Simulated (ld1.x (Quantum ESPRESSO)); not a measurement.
Si (Z = 14), ultrasoft: configuration errors across variants

silicon (Si), ultrasoft, made with ld1.x (Quantum ESPRESSO) 7.5 (PBE, scalar-relativistic). Core [Ne], reference 3s2 3p2. Waves: 3s (bound): rcut 1.25, rcutus 1.60 bohr; 3s channel at -0.4 Ry: rcut 1.25, rcutus 1.60 bohr; 3p (bound): rcut 1.55, rcutus 2.00 bohr; 3p channel at 2.2 Ry: rcut 1.55, rcutus 2.00 bohr; 3d channel at -0.1 Ry: rcut 1.45, rcutus 1.60 bohr. Local part: all-electron potential smoothed inside 1.20 bohr (lloc = -1). Core correction: Bessel-smoothed model core, default radius (core density twice the valence density). Augmentation charge: PSQ, radius 1.20 bohr.

All-electron excitation energies from the reference (eV): (1) 3s2 3p1 7.740; (2) 3s2 3p0 23.733; (3) 3s1 3p0 57.704; (4) 3s1 3p2 15.171; (5) 3s2 3p2.3 -0.930; (6) 3s1 3p3 6.814; (7) 3s0 3p4 13.778.

The default core radius of the base comes out at 1.13 bohr.

1 further variants failed, have other tests or too few solved ones, and are left out.

A true bound ghost makes a file unfit for plane-wave use even where its test errors are small: the radial tests pick states by their node count and pass the ghost by.

Errors AE − PS in meV (a dash: test not solved or not reliable):

```tsv
change	(1)	(2)	(3)	(4)	(5)	(6)	(7)	bound ghosts
base	-0.1	+0.2	-24	-3.6	+0.1	-1.5	-5.5	s
core correction Bessel-smoothed model core inside 1.88 bohr	-1.3	-10	-33	-3.2	0.0	+0.8	+6.2	s
all radii but the core radius scaled by about 1.36 (s 2.18, p 2.72, d 2.18 bohr, rcut 1.70/2.10/1.98); local potential all-electron potential smoothed inside 1.64 bohr (lloc = -1); augmentation PSQ, radius 1.64 bohr	+0.1	+6.1	+19	-1.8	0.0	-1.8	-6.8	none
type TM; waves now 3p (bound): rc 2.00 bohr; 3d channel at -0.1 Ry: rc 1.60 bohr; 3s (bound): rc 1.60 bohr; local potential the s channel	+2.4	+16	+53	+4.7	+0.1	-1.5	-5.6	none
waves 3p (bound): rcut 1.55, rcutus 1.94 bohr; 3p channel at 2.2 Ry: rcut 1.55, rcutus 1.94 bohr	-0.1	+0.1	-25	-3.5	+0.1	-1.5	-5.4	s
local potential all-electron potential smoothed inside 1.18 bohr (lloc = -1)	-0.1	+0.2	-24	-3.8	+0.1	-1.4	-5.5	none
wave 3d channel at -0.1 Ry: rcut 1.45, rcutus 1.60 bohr becomes 3d channel at -0.1 Ry: rcut 1.45, rcutus 1.92 bohr	-0.1	+0.2	-24	-3.6	+0.1	-1.5	-5.5	s
wave 3p channel at 2.2 Ry: rcut 1.55, rcutus 2.00 bohr becomes 3p channel at 4.28 Ry: rcut 1.55, rcutus 2.00 bohr	0.0	+0.2	-24	-3.2	+0.1	-1.5	-5.2	s
```

Q: Give the same row for: augmentation PSQ, inside the norm-conserving radii.

A: +0.3, +4.9, -7.2, -5.3, +0.1, -3.5, -14; bound ghosts: s.
